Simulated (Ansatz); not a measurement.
Program: Ansatz. Geometries: PBE0-D4/def2-TZVP. ΔE: electronic, gas phase. CCSD(T)/CBS is the MP2 limit (def2-TZVPP, def2-QZVPP) plus CCSD(T) − MP2 in def2-TZVPP, frozen cores. Functionals use def2-TZVPP. B3LYP here is the variant with VWN-RPA as its local correlation; programs differ in this. For Ge outer-core shells are correlated without core-valence functions, which leaves a few kJ/mol of doubt a bond. Scalar relativity is left out up to krypton. One conformer a species, not always the lowest.

Consider the ligand exchange at a Ge–N bond: `C=C[N]([GeH3])[SiH2]Cl` + `F[SiH](F)S` → `F[SiH](F)[S][GeH3]` + `C=CN[SiH2]Cl`.

```json
{"level": "PBE-D4", "ΔE (kcal/mol)": "-12.4", "difference from CCSD(T)/CBS": "-2.7"}
{"level": "r2SCAN-D4", "ΔE (kcal/mol)": "-12.3", "difference from CCSD(T)/CBS": "-2.6"}
{"level": "PBE0-D4", "ΔE (kcal/mol)": "-12.5", "difference from CCSD(T)/CBS": "-2.8"}
{"level": "B3LYP-D4", "ΔE (kcal/mol)": "-11.4", "difference from CCSD(T)/CBS": "-1.7"}
{"level": "ωB97X-V", "ΔE (kcal/mol)": "-11.1", "difference from CCSD(T)/CBS": "-1.4"}
{"level": "ωB97M-V", "ΔE (kcal/mol)": "-11.2", "difference from CCSD(T)/CBS": "-1.5"}
{"level": "B2PLYP", "ΔE (kcal/mol)": "-11.3", "difference from CCSD(T)/CBS": "-1.6"}
{"level": "PBE", "ΔE (kcal/mol)": "-13.5", "difference from CCSD(T)/CBS": "-3.8"}
{"level": "r2SCAN", "ΔE (kcal/mol)": "-12.6", "difference from CCSD(T)/CBS": "-2.9"}
{"level": "PBE0", "ΔE (kcal/mol)": "-13.5", "difference from CCSD(T)/CBS": "-3.8"}
{"level": "B3LYP", "ΔE (kcal/mol)": "-13.1", "difference from CCSD(T)/CBS": "-3.4"}
{"level": "HF/def2-TZVPP", "ΔE (kcal/mol)": "-13.3", "difference from CCSD(T)/CBS": "-3.6"}
{"level": "MP2/def2-TZVPP", "ΔE (kcal/mol)": "-9.0", "difference from CCSD(T)/CBS": "0.7"}
{"level": "SCS-MP2/def2-TZVPP", "ΔE (kcal/mol)": "-9.1", "difference from CCSD(T)/CBS": "0.6"}
{"level": "CCSD/def2-TZVPP", "ΔE (kcal/mol)": "-9.5", "difference from CCSD(T)/CBS": "0.2"}
{"level": "CCSD(T)/def2-TZVPP", "ΔE (kcal/mol)": "-9.0", "difference from CCSD(T)/CBS": "0.7"}
{"level": "HF/def2-QZVPP", "ΔE (kcal/mol)": "-13.2", "difference from CCSD(T)/CBS": "-3.5"}
{"level": "MP2/def2-QZVPP", "ΔE (kcal/mol)": "-9.3", "difference from CCSD(T)/CBS": "0.4"}
{"level": "SCS-MP2/def2-QZVPP", "ΔE (kcal/mol)": "-9.5", "difference from CCSD(T)/CBS": "0.2"}
{"level": "HF/CBS(def2)", "ΔE (kcal/mol)": "-13.2", "difference from CCSD(T)/CBS": "-3.5"}
{"level": "MP2/CBS(def2)", "ΔE (kcal/mol)": "-9.7", "difference from CCSD(T)/CBS": "0.0"}
{"level": "CCSD/CBS(def2)", "ΔE (kcal/mol)": "-10.2", "difference from CCSD(T)/CBS": "-0.5"}
{"level": "CCSD(T)/CBS", "ΔE (kcal/mol)": "-9.7", "difference from CCSD(T)/CBS": "0"}
```

Largest T1 diagnostic among the species: 0.012.

The D4 term adds +1.7 kcal/mol with B3LYP and +1.0 kcal/mol with PBE0; it sums over pairs of atoms, weighted by their polarisabilities, and B3LYP, whose exchange is more repulsive, gets the larger term. In def2-TZVPP, CCSD(T) changes the Hartree–Fock value by +4.3 kcal/mol (the triples alone add +0.5 kcal/mol) and MP2 by +4.3 kcal/mol.
